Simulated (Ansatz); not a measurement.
System: C$_{3}$H$_{9}$F$_{3}$Si$_{2}$, net charge 0, singlet state. 
Coordinates optimised at B3LYP-D3(BJ)/def2-TZVP (Ansatz, a program for electronic structure):
```
Si
C 1 1.8770
H 2 1.0915 1 111.36
H 2 1.0915 3 107.99 1 -122.57
H 2 1.0930 3 107.89 4 -116.38
C 1 1.8770 2 111.08 3 -178.20
H 6 1.0915 1 111.36 2 57.63
H 6 1.0915 7 107.99 1 -122.57
H 6 1.0930 7 107.89 8 -116.38
C 1 1.8770 2 111.08 3 57.63
H 10 1.0915 1 111.36 2 -178.20
H 10 1.0915 11 107.99 1 -122.57
H 10 1.0930 11 107.89 12 -116.38
Si 1 2.3392 2 107.81 3 -60.28
F 14 1.5954 1 112.74 2 -60.30
F 14 1.5954 15 106.02 1 123.80
F 14 1.5954 15 106.02 16 112.40
```
Charge 0, spin multiplicity 1.

Basis-set convergence of Hartree-Fock and CCSD correlation energies (hartree) with Ansatz. Correlated levels leave the core frozen unless marked. Spin-orbit coupling is left out. No relativistic terms.

```csv
basis,functions,E(HF),"E(corr, CCSD)"
aug-cc-pV(D+d)Z,283,-995.33511,-1.33250
aug-cc-pV(T+d)Z,593,___,___
```

**Question.** Some entries are withheld; supply them.

**Answer.** 
- aug-cc-pV(T+d)Z, E(HF): -995.48645
- aug-cc-pV(T+d)Z, E(corr, CCSD): -1.60659
